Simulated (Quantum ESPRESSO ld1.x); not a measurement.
These are the eigenvalues of the occupied orbitals of an atom or ion with whole-number occupations (hartree). All-electron calculation, scalar-relativistic Kohn-Sham, LDA (Slater exchange, Perdew-Zunger correlation), spin-polarised, spherical densities, point nucleus. Program: ld1.x of Quantum ESPRESSO 7.5.

1s down: -2474.35
1s up: -2474.35
2s up: -425.637
2s down: -425.633
2p up: -373.207
2p down: -373.204
3s up: -97.9281
3s down: -97.9266
3p up: -82.3370
3p down: -82.3354
3d up: -64.1155
3d down: -64.1128
4s up: -20.3985
4s down: -20.3950
4p up: -15.2818
4p down: -15.2783
4d up: -8.73314
4d down: -8.72860
5s up: -3.28019
5s down: -3.24100
5p up: -2.04943
5p down: -1.99750
4f up: -1.49348
4f down: -1.48285
5d up: -0.71083

Which element is it, and in what charge state? The configuration may be excited. Open shells, if any, are filled with parallel spins first.

Answer. Z = 73, tantalum, charge +2: Ta2+ in [Xe] 4f14 5d3. The list shows which subshells hold electrons but not how many an open one holds; the 1s level, -2474.3 hartree, gives Z - s = 70.3 by -(Z - s)^2/2, which with screening and relativity narrows Z to a few neighbours, and the depths of the outer levels then fix element, charge and occupations together.
